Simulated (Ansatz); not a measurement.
Species: sum formula BHF (charge +1, singlet). SMILES of the parent species: [BH]F
Geometry from a B3LYP-D3(BJ)/def2-TZVP (Ansatz, a quantum-chemistry and plane-wave program) optimisation:
```
B
F 1 1.2143
H 1 1.1763 2 180.00
```
Charge +1, spin multiplicity 1.

Parts of the frozen-core correlation energy in cc-pVDZ (Ansatz, hartree). Frozen orbitals: 2; correlated occupied orbitals by spin: 5 and 5; virtual: 26 and 26. Spin-orbit coupling is left out. No relativistic terms.

```
term                            value
-------------------------  ----------
reference (HF)             -124.40625
MP2 opposite-spin          (withheld)
MP2 same-spin                -0.06315
CCSD correlation           (withheld)
(T)                        (withheld)
CCSDT minus CCSD(T)          -0.00042
CCSDT(Q) minus CCSD(T)       -0.00089
T1 diagnostic                   0.019
largest doubles amplitude       0.043
```

Question: Complete the blanks.

Answer: 
- MP2 opposite-spin, value: -0.18695
- CCSD correlation, value: -0.26007
- (T), value: -0.00564
